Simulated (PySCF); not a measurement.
## Mg⁺: ionisation energy

Mg⁺ [Ne] 3s1 (2S) → Mg²⁺ [Ne] (1S), as a difference of total energies. Computed with PySCF 2.14 in aug-cc-pCVTZ-DK with one added diffuse shell each of s, p, d, f type (9s8p6d4f, 91 functions), with the spin-free X2C one-electron Hamiltonian (Gaussian nucleus). Correlated levels: nothing frozen. The calculations carry no spin-orbit coupling.

```csv
method,ionisation energy (eV),error (eV)
UHF,14.745,-0.290
MP2 (all electrons),14.949,-0.086
SCS-MP2 (all electrons),14.904,-0.131
CCSD (all electrons),14.952,-0.083
CCSD(T) (all electrons),14.960,-0.075
```

Reference: 15.035 eV (measured; NIST Atomic Spectra Database, ionization energies).

Errors of the correlated levels include the incompleteness of this basis.
